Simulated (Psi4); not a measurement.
I3In, charge +1, doublet, geometry from GFN2-xTB (such geometries of metal compounds can be far from the true shape) (a state made from the parent by changing its charge; the spin is typed, not shown lowest) (core potentials on I, In); B3LYP/def2-SV(P) in Psi4.

Input for Psi4:
```
memory 2 GB

molecule {
1 2
In   -0.00000000    0.00000000    0.00000000
I     2.59339744   -0.42076413   -0.82340452
I    -0.95084291   -1.26327639    2.25405818
I    -1.64255453    1.68404052   -1.43065366
symmetry c1
}

set {
  basis def2-sv(p)
  reference uks
}

energy('b3lyp')
print_variables()
```

Task: Write the output that Psi4 gives for this input, abridged.

Result: 
```
   => Loading Basis Set <=

    Name: DEF2-SV(P)
    Role: ORBITAL
    Keyword: BASIS

    !!!  WARNING: ECP capability is in beta. Please check occupations closely.  !!!

         ---------------------------------------------------------
                                   SCF
               by Justin Turney, Rob Parrish, Andy Simmonett
                          and Daniel G. A. Smith
                              UKS Reference
         ---------------------------------------------------------

  ==> Geometry <==

    Molecular point group: c1
    Full point group: C1v

    Geometry (in Angstrom), charge = 1, multiplicity = 2:

       Center              X                  Y                   Z               Mass
    ------------   -----------------  -----------------  -----------------  -----------------
         IN          -0.000000000000     0.000000000000     0.000000000000   114.903878776000
         I            0.000000000000    -0.000000000000     2.753315771656   126.904471900000
         I           -0.000000000000     2.384441406129    -1.376657886547   126.904471900000
         I            0.000000000000    -2.384441406129    -1.376657885109   126.904471900000

  Running in c1 symmetry.

  Rotational constants: A =      0.01168  B =      0.01168  C =      0.00584 [cm^-1]
  Rotational constants: A =    350.21679  B =    350.21679  C =    175.10840 [MHz]
  Nuclear repulsion =  510.767872961977105

  Charge       = 1
  Multiplicity = 2
  Electrons    = 95
  Nalpha       = 48
  Nbeta        = 47

  ==> Algorithm <==

  SCF Algorithm Type is DF.
  DIIS enabled.
  MOM disabled.
  Fractional occupation disabled.
  Guess Type is SAD.
  Energy threshold   = 1.00e-06
  Density threshold  = 1.00e-06
  Integral threshold = 1.00e-12

  ==> Primary Basis <==

  Basis Set: DEF2-SV(P)
    Blend: DEF2-SV(P)
    Number of shells: 40
    Number of basis functions: 104
    Number of Cartesian functions: 112
    Spherical Harmonics?: true
    Max angular momentum: 2

  Core potential: DEF2-SV(P)
    Number of shells: 16
    Number of ECP primitives: 105
    Number of ECP core electrons: 112
    Max angular momentum: 3

  ==> DFT Potential <==

   => LibXC <=

    Version 7.1.2
    S. Lehtola, C. Steigemann, M. J. T. Oliveira, and M. A. L. Marques,  SoftwareX 7, 1–5 (2018) (10.1016/j.softx.2017.11.002)

   => Composite Functional: B3LYP <=

    B3LYP Hyb-GGA Exchange-Correlation Functional

    P. J. Stephens, F. J. Devlin, C. F. Chabalowski, and M. J. Frisch,  J. Phys. Chem. 98, 11623 (1994) (10.1021/j100096a001)

    Deriv               =              1
    GGA                 =           TRUE
    Meta                =          FALSE

    Exchange Hybrid     =           TRUE
    MP2 Hybrid          =          FALSE

   => Exchange Functionals <=

    0.0800   Slater exchange
    0.7200         Becke 88

   => Exact (HF) Exchange <=

    0.2000               HF

   => Correlation Functionals <=

    0.1900   Vosko, Wilk & Nusair (VWN5_RPA)
    0.8100   Lee, Yang & Parr

   => LibXC Density Thresholds  <==

    XC_HYB_GGA_XC_B3LYP:  1.00E-15

   => Molecular Quadrature <=

    Radial Scheme          =       TREUTLER
    Pruning Scheme         =           NONE
    Nuclear Scheme         =       TREUTLER

    Blocking Scheme        =         OCTREE
    BS radius alpha        =              1
    Pruning alpha          =              1
    Radial Points          =             75
    Spherical Points       =            302
    Total Points           =          83783
    Total Blocks           =            759
    Max Points             =            255
    Max Functions          =             95
    Weights Tolerance      =       1.00E-15

   => Loading Basis Set <=

    Name: (DEF2-SV(P) AUX)
    Role: JKFIT
    Keyword: DF_BASIS_SCF

  ==> Integral Setup <==

  SCF_SUBTYPE=INCORE selected. In-core MEM_DF algorithm will be used.
  Using in-core AOs.

  ==> MemDFJK: Density-Fitted J/K Matrices <==

    J tasked:                   Yes
    K tasked:                   Yes
    wK tasked:                   No
    Algorithm:                 Core
    Schwarz Cutoff:           1E-12
    Mask sparsity (%):       9.6709
    Fitting Condition:        1E-10

   => Auxiliary Basis Set <=

  Basis Set: (DEF2-SV(P) AUX)
    Blend: DEF2-UNIVERSAL-JKFIT
    Number of shells: 184
    Number of basis functions: 872
    Number of Cartesian functions: 1236
    Spherical Harmonics?: true
    Max angular momentum: 5

  Minimum eigenvalue in the overlap matrix is 1.8453767279E-02.
  Reciprocal condition number of the overlap matrix is 5.1572668111E-03.
    Using symmetric orthogonalization.

  ==> Pre-Iterations <==

  SCF Guess: Superposition of Atomic Densities via on-the-fly atomic UHF (no occupation information).

   -------------------------
    Irrep   Nso     Nmo
   -------------------------
     A        104     104
   -------------------------
    Total     104     104
   -------------------------

  ==> Iterations <==

                           Total Energy        Delta E     RMS |[F,P]|

   @DF-UKS iter SAD: -1074.52122130029420   -1.07452e+03   0.00000e+00
   @DF-UKS iter   1: -1083.05130720867305   -8.53009e+00   7.01007e-03 DIIS/ADIIS
   @DF-UKS iter   2: -1082.27297176070078    7.78335e-01   1.08323e-02 DIIS/ADIIS
   @DF-UKS iter   3: -1083.23614185585666   -9.63170e-01   3.93527e-03 DIIS/ADIIS
   @DF-UKS iter   4: -1083.27859579202641   -4.24539e-02   2.97149e-03 DIIS/ADIIS
   @DF-UKS iter   5: -1083.35144230346168   -7.28465e-02   1.85214e-03 DIIS/ADIIS
   @DF-UKS iter   6: -1083.39487473886697   -4.34324e-02   4.38423e-04 DIIS/ADIIS
   @DF-UKS iter   7: -1083.38637713234721    8.49761e-03   9.45877e-04 DIIS/ADIIS
   @DF-UKS iter   8: -1083.39785605068164   -1.14789e-02   1.27701e-04 DIIS/ADIIS
   @DF-UKS iter   9: -1083.39833946124077   -4.83411e-04   5.47872e-05 DIIS
   @DF-UKS iter  10: -1083.39891986490716   -5.80404e-04   4.70251e-05 DIIS
   @DF-UKS iter  11: -1083.39922808481720   -3.08220e-04   4.69682e-05 DIIS
   @DF-UKS iter  12: -1083.39947014003383   -2.42055e-04   4.80870e-05 DIIS
   @DF-UKS iter  13: -1083.39971721393408   -2.47074e-04   4.70127e-05 DIIS
   @DF-UKS iter  14: -1083.40046623232433   -7.49018e-04   4.37768e-05 DIIS
   @DF-UKS iter  15: -1083.40137521043857   -9.08978e-04   1.38027e-04 DIIS/ADIIS
   @DF-UKS iter  16: -1083.40058100010378    7.94210e-04   1.31555e-04 DIIS/ADIIS
   @DF-UKS iter  17: -1083.40118657635571   -6.05576e-04   1.78251e-04 DIIS/ADIIS
   @DF-UKS iter  18: -1083.39628844087292    4.89814e-03   5.99116e-04 DIIS/ADIIS
   @DF-UKS iter  19: -1083.39952036373165   -3.23192e-03   3.99175e-04 DIIS/ADIIS
   @DF-UKS iter  20: -1083.39677004267264    2.75032e-03   5.83150e-04 DIIS/ADIIS
   @DF-UKS iter  21: -1083.39889443229822   -2.12439e-03   4.54579e-04 DIIS/ADIIS
   @DF-UKS iter  22: -1083.39846856495137    4.25867e-04   4.82579e-04 DIIS/ADIIS
   @DF-UKS iter  23: -1083.40167360410169   -3.20504e-03   1.60000e-04 DIIS/ADIIS
   @DF-UKS iter  24: -1083.40205116784000   -3.77564e-04   4.51084e-05 DIIS
   @DF-UKS iter  25: -1083.40208718546637   -3.60176e-05   1.89771e-05 DIIS
   @DF-UKS iter  26: -1083.40209120908753   -4.02362e-06   2.13898e-05 DIIS
   @DF-UKS iter  27: -1083.40209792228598   -6.71320e-06   6.44045e-06 DIIS
   @DF-UKS iter  28: -1083.40209880467546   -8.82389e-07   1.82452e-06 DIIS
   @DF-UKS iter  29: -1083.40209892684902   -1.22174e-07   1.95928e-06 DIIS
   @DF-UKS iter  30: -1083.40209918160531   -2.54756e-07   6.27106e-07 DIIS
  Energy and wave function converged.

  ==> Post-Iterations <==

   Electrons on quadrature grid:
      Nalpha   =   47.9999887550 ; deviation = -1.124e-05
      Nbeta    =   46.9999890319 ; deviation = -1.097e-05
      Ntotal   =   94.9999777869 ; deviation = -2.221e-05

   @Spin Contamination Metric:   2.701044177E-03
   @S^2 Expected:                7.500000000E-01
   @S^2 Observed:                7.527010442E-01
   @S   Expected:                5.000000000E-01
   @S   Observed:                5.000000000E-01

    Orbital Energies [Eh]
    ---------------------

    Alpha Occupied:

[...]
    Alpha Virtual:

[...]
    Beta Occupied:

[...]
    Beta Virtual:

[...]
    Final Occupation by Irrep:
              A
    DOCC [    47 ]
    SOCC [     1 ]
    NA   [    48 ]
    NB   [    47 ]

  @DF-UKS Final Energy: -1083.40209918160531

   => Energetics <=

    Nuclear Repulsion Energy =            510.7678729619771048
    One-Electron Energy =               -2891.1662878594415815
    Two-Electron Energy =                1364.6945050116951279
    DFT Exchange-Correlation Energy =     -67.6981892958360021
    Empirical Dispersion Energy =           0.0000000000000000
    VV10 Nonlocal Energy =                  0.0000000000000000
    Total Energy =                      -1083.4020991816055357

  UHF NO Occupations:
  HONO-2 :   46  A 1.9994881
  HONO-1 :   47  A 1.9994872
  HONO-0 :   48  A 1.0000000
  LUNO+0 :   49  A 0.0005128
  LUNO+1 :   50  A 0.0005119
  LUNO+2 :   51  A 0.0000675
  LUNO+3 :   52  A 0.0000674

Computation Completed

Properties will be evaluated at   0.000000,   0.000000,   0.000000 [a0]

Properties computed using the SCF density matrix

 Multipole Moments:

 ------------------------------------------------------------------------------------
     Multipole            Electronic (a.u.)      Nuclear  (a.u.)        Total (a.u.)
 ------------------------------------------------------------------------------------

 L = 1.  Multiply by 2.5417464519 to convert [e a0] to [Debye]
 Dipole X            :         -0.0000258            0.0000000           -0.0000258
 Dipole Y            :         -0.0001449            0.0000000           -0.0001449
 Dipole Z            :         -0.0000451            0.0000000           -0.0000451
 Magnitude           :                                                    0.0001539

 ------------------------------------------------------------------------------------

  Variable Map:
  ----------------------------------------------------------------------------
[...]
  Array Variable Map:
  ----------------------------------------------------------------------------
[...]
[...]
```
